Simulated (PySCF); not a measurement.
trichloro(chlorosilyl)silane (Cl₄H₂Si₂), SMILES Cl[SiH2][Si](Cl)(Cl)Cl.

The structure is a stationary point at r2SCAN-D4/def2-SVP. One conformer was computed; it need not be the lowest.

The numbers are results of PBE/def2-TZVP in PySCF, not measurements.

Symmetry labels are those of the subgroup Cs that the program uses (full group Cs).

**Question.** List the valence orbital energies around the gap with their symmetry. (An estimate is asked for; the answer gives what the named calculation found.)

**Answer.** 
```tsv
orbital	symmetry	energy (eV)
HOMO−7	A"	-8.84
HOMO−6	A'	-8.84
HOMO−5	A'	-8.58
HOMO−4	A'	-8.30
HOMO−3	A"	-8.30
HOMO−2	A"	-8.00
HOMO−1	A"	-7.95
HOMO	A'	-7.31
LUMO	A'	-2.06
LUMO+1	A'	-1.57
LUMO+2	A"	-1.56
LUMO+3	A'	-0.31
```
